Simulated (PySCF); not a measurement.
# A search over the determinants of Te2

Unrestricted PBE0; basis Te x2c-TZVPPall; spin-free X2C with a Gaussian nucleus; PySCF 2.14. Outer shells of the fragments: Te 4d10 5s2 5p4; Te 4d10 5s2 5p4.

Followed along the bond (rough minima from three points):

```json
{"2Ms+1": "3", "unpaired": "π ↑↑", "⟨S²⟩ at the start": "2.01", "R at minimum (Å)": "2.55", "Te (eV)": "0.00"}
{"2Ms+1": "1", "unpaired": "π ↑↓", "⟨S²⟩ at the start": "1.01", "R at minimum (Å)": "2.55", "Te (eV)": "0.20"}
{"2Ms+1": "1", "unpaired": "none", "⟨S²⟩ at the start": "0.00", "R at minimum (Å)": "2.56", "Te (eV)": "0.82"}
{"2Ms+1": "3", "unpaired": "π ↑↑", "⟨S²⟩ at the start": "2.01", "R at minimum (Å)": "none in the scan", "Te (eV)": "≤ 1.57"}
{"2Ms+1": "5", "unpaired": "σ ↑, π ↑↑↑", "⟨S²⟩ at the start": "6.01", "R at minimum (Å)": "none in the scan", "Te (eV)": "≤ 2.67"}
```

Solutions found at the starting distance of 2.640 Å, counted from the lowest of them; the search is not exhaustive and high or unbound solutions are not listed, so other states can lie among these:

```json
{"2Ms+1": "3", "unpaired": "π ↑↑", "term": "³Σ⁻", "E (eV)": "0.00", "⟨S²⟩": "2.01", "⟨Lz²⟩": "0.00"}
{"2Ms+1": "1", "unpaired": "π ↑↓", "term": "mixed", "E (eV)": "0.20", "⟨S²⟩": "1.01", "⟨Lz²⟩": "2.02"}
{"2Ms+1": "1", "unpaired": "none", "term": "mixed", "E (eV)": "0.82", "⟨S²⟩": "0.00", "⟨Lz²⟩": "2.01"}
{"2Ms+1": "3", "unpaired": "π ↑↑", "term": "mixed", "E (eV)": "1.63", "⟨S²⟩": "2.01", "⟨Lz²⟩": "2.02"}
{"2Ms+1": "3", "unpaired": "σ ↑, π ↑", "term": "³Π", "E (eV)": "2.89", "⟨S²⟩": "2.01", "⟨Lz²⟩": "1.01"}
{"2Ms+1": "1", "unpaired": "σ ↓, π ↑", "term": "mixed", "E (eV)": "3.08", "⟨S²⟩": "1.01", "⟨Lz²⟩": "1.01"}
{"2Ms+1": "3", "unpaired": "σ ↑, π ↑", "term": "³Π", "E (eV)": "3.12", "⟨S²⟩": "2.01", "⟨Lz²⟩": "1.01"}
{"2Ms+1": "5", "unpaired": "σ ↑, π ↑↑↑", "term": "⁵Π", "E (eV)": "3.30", "⟨S²⟩": "6.01", "⟨Lz²⟩": "1.01"}
{"2Ms+1": "1", "unpaired": "σ ↓, π ↑", "term": "mixed", "E (eV)": "3.31", "⟨S²⟩": "1.01", "⟨Lz²⟩": "1.01"}
{"2Ms+1": "3", "unpaired": "σ ↑, π ↑↑↓", "term": "mixed", "E (eV)": "3.82", "⟨S²⟩": "3.01", "⟨Lz²⟩": "3.03"}
{"2Ms+1": "5", "unpaired": "σ ↑↑, π ↑↑", "term": "⁵Σ⁻", "E (eV)": "4.38", "⟨S²⟩": "6.01", "⟨Lz²⟩": "0.00"}
{"2Ms+1": "1", "unpaired": "σ ↓↓, π ↑↑", "term": "mixed", "E (eV)": "5.14", "⟨S²⟩": "2.02", "⟨Lz²⟩": "0.00"}
{"2Ms+1": "5", "unpaired": "σ ↑↑, π ↑↑", "term": "mixed", "E (eV)": "5.96", "⟨S²⟩": "6.01", "⟨Lz²⟩": "2.02"}
{"2Ms+1": "5", "unpaired": "π ↑↑↑↑", "term": "⁵Σ⁺", "E (eV)": "7.72", "⟨S²⟩": "6.01", "⟨Lz²⟩": "0.00"}
```

A term symbol is given only where ⟨S²⟩ and ⟨Lz²⟩ are close to those of a pure state; real π, δ and φ orbitals otherwise mix terms, and g/u labels are left off.

Spin–orbit coupling is left out. Counting both spins, an empty level lies below a filled one in some of these solutions, because spin and occupation are held.
